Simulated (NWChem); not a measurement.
**Lowest excitation of CH₃ClMgS**

SMILES: C[S][Mg][Cl]
```xyz
7

Mg     0.3202     0.1267     0.4200
Cl     0.7060     1.4610     2.1301
S     -0.0409    -1.2932    -1.3506
C     -1.5813    -0.6656    -2.1212
H     -2.4469    -0.7549    -1.4502
H     -1.7700    -1.2933    -3.0030
H     -1.4859     0.3748    -2.4619
```
Charge 0, spin multiplicity 1.

Program: NWChem. All single points use one geometry, from PBE0/def2-SVP, a minimum by its harmonic frequencies. It is one conformer; others weren't searched.

Basis set: def2-SVP. CR-EOMCCSD(T) is the triples correction to the same EOM-CCSD root.

The correlated methods keep 16 core orbitals frozen. B3LYP has NWChem's definition, with VWN1-RPA local correlation. The structure started from a generated list of species. Coupled-cluster values serve here as a point of comparison, not as the truth.

Question: For the lowest vertical singlet excitation energy, TD-PBE gives 3.46 eV and CIS gives 5.02 eV. What do TD-B3LYP, TDA-CAM-B3LYP, EOM-CCSD give?

Answer: TD-B3LYP: 3.74 eV; TDA-CAM-B3LYP: 4.12 eV; EOM-CCSD: 4.37 eV.
